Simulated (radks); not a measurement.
Results of a calculation; reference values are marked as such.
The holmium ion Ho15+, configuration [Kr] 4d9.5 4f4 5s2 5d0.5 (fractional occupations, a model configuration). Code: a radial shooting solver on a logarithmic mesh with Libxc functionals. Model: scalar-relativistic Kohn-Sham, BP86, spin-unpolarised, spherical densities, finite nucleus; Fermi nuclear charge, rms radius 5.2022 fm.

Normalised radial functions P(r) = r R(r), r in bohr:

r,3d,4s,5s
0.003055,0.0005,0.2753,0.1448
0.004042,0.0010,0.3247,0.1708
0.005348,0.0022,0.3719,0.1956
0.007132,0.0048,0.4093,0.2152
0.009437,0.0103,0.4210,0.2212
0.01249,0.0216,0.3897,0.2046
0.01652,0.0447,0.2943,0.1540
0.02186,0.0902,0.1179,0.0609
0.02916,0.1796,-0.1445,-0.0775
0.03858,0.3358,-0.4315,-0.2281
0.05104,0.5936,-0.6418,-0.3369
0.06753,0.9757,-0.6204,-0.3211
0.09007,1.4762,-0.2345,-0.1110
0.1192,1.9594,0.4119,0.2316
0.1577,2.2435,0.9364,0.4897
0.2086,2.1340,0.8174,0.3749
0.2761,1.6092,-0.0951,-0.1592
0.3682,0.8891,-1.2430,-0.6841
0.4872,0.3452,-1.6750,-0.5370
0.6446,0.0845,-1.2383,0.3048
0.8529,0.0115,-0.5456,1.0959
1.128,0.0007,-0.1361,1.1396
1.505,0.0000,-0.0157,0.5927
1.991,0.0000,-0.0008,0.1560
2.635,0.0000,0.0000,0.0181
3.486,0.0000,0.0000,0.0007
4.613,0.0000,0.0000,0.0000

3d: eigenvalue -1702.7 eV, 0 radial nodes, <r> = 0.208 bohr, 90 % of the charge inside 0.323 bohr. 4s: eigenvalue -755.15 eV, 3 radial nodes at r = 0.0251, 0.100, 0.270 bohr, <r> = 0.507 bohr, 90 % of the charge inside 0.725 bohr. 5s: eigenvalue -322.91 eV, 4 radial nodes at r = 0.0250, 0.0992, 0.257, 0.590 bohr, <r> = 1.02 bohr, 90 % of the charge inside 1.43 bohr.
